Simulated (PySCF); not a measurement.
A calculated (LDA, PySCF 2.14, ANO-RCC-VTZP, scalar relativity by spin-free X2C-1e) atom or ion has these occupied shells.

```
shell  electrons  orbital energy (eV)  rms radius, mean of both spins (bohr)
 1s α          1              -552.63                                  0.232
 1s β          1              -548.61                                  0.232
 2s α          1              -60.479                                   1.12
 2p α          3              -45.746                                   1.11
```

(1) Name the element and its charge.

## Answers

(1) O²⁺ (oxygen, charge +2), in [He] 2s1 2p3, high-spin 5S determinant (an excited configuration).
